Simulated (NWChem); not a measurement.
# C₄H₅FO; SMILES COC=C=CF

```xyz
11

C     -1.1010    -1.8069     0.0859
O      0.2731    -1.8951    -0.2008
C      0.9684    -0.7518    -0.1444
C      0.5113     0.4479     0.1599
C      0.1303     1.6532     0.4903
F     -0.3278     2.5539    -0.3872
H     -1.5163    -2.8162    -0.0248
H     -1.2692    -1.4466     1.1154
H     -1.6070    -1.1157    -0.6100
H      2.0231    -0.9167    -0.3937
H      0.1389     2.0541     1.5110
```
Atoms are numbered in this order, from 1.

Coordinates come from a PBE0/def2-SVP optimisation.

### Question
Give the principal values of the shielding tensors (ppm) of C1, O2, C3, C4, C5 from Hartree-Fock/6-31G* (spherical d), GIAO (NWChem), with their diamagnetic and paramagnetic parts as GIAO splits them.

### Answer
```json
[
 {"atom": "C1", "σ11": "125.7", "σ22": "131.9", "σ33": "190.4", "isotropic": "149.3", "diamagnetic": "246.7", "paramagnetic": "-97.3"},
 {"atom": "O2", "σ11": "216.6", "σ22": "295.0", "σ33": "353.6", "isotropic": "288.4", "diamagnetic": "396.0", "paramagnetic": "-107.6"},
 {"atom": "C3", "σ11": "1.4", "σ22": "86.7", "σ33": "136.3", "isotropic": "74.8", "diamagnetic": "254.5", "paramagnetic": "-179.7"},
 {"atom": "C4", "σ11": "-7.3", "σ22": "37.5", "σ33": "48.8", "isotropic": "26.3", "diamagnetic": "257.3", "paramagnetic": "-231.0"},
 {"atom": "C5", "σ11": "6.0", "σ22": "102.4", "σ33": "121.7", "isotropic": "76.7", "diamagnetic": "253.9", "paramagnetic": "-177.2"}
]
```
